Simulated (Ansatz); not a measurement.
# Worked example: CClF3 + C2H5ClGa → CF3 + C2H5Cl2Ga

Species: CClF3 `FC(F)(F)Cl`, singlet; C2H5ClGa `C[CH2][Ga][Cl]`, doublet; CF3 `F[C](F)F`, doublet; C2H5Cl2Ga `C[CH2][Ga]([Cl])[Cl]`, singlet. A radical takes Cl: the energy is the difference in strength between the C–Cl bond broken and the Ga–Cl bond made.

Shapes, held fixed at every level: PBE0-D4/def2-TZVP. Flexible molecules stand in one conformer, not always the lowest. Programs: Ansatz 0.2.0. Electronic energies: no zero-point or thermal term.

At CCSD(T)/def2-TZVPP; 1 Eh = 2625.50 kJ/mol:

```
  species   energy (Eh)
    CClF3   -796.987695
 C2H5ClGa  -2462.289275
      CF3   -337.187416
C2H5Cl2Ga  -2922.119484
```

Question: Work out ΔE of the reaction at this level.

Answer: 
1. Products less reactants: (-337.187416) + (-2922.119484) − [(-796.987695) + (-2462.289275)] = -0.029930 Eh = -78.6 kJ/mol.

Other levels give -119.0 (HF/def2-SVP) to -70.9 kJ/mol (PBE0-D4/def2-TZVPP). No measured value is set beside it here. Open shells run unrestricted. Relativity is left out for Ga. Outer-core shells of Ga are correlated, in sets that cover them unevenly.
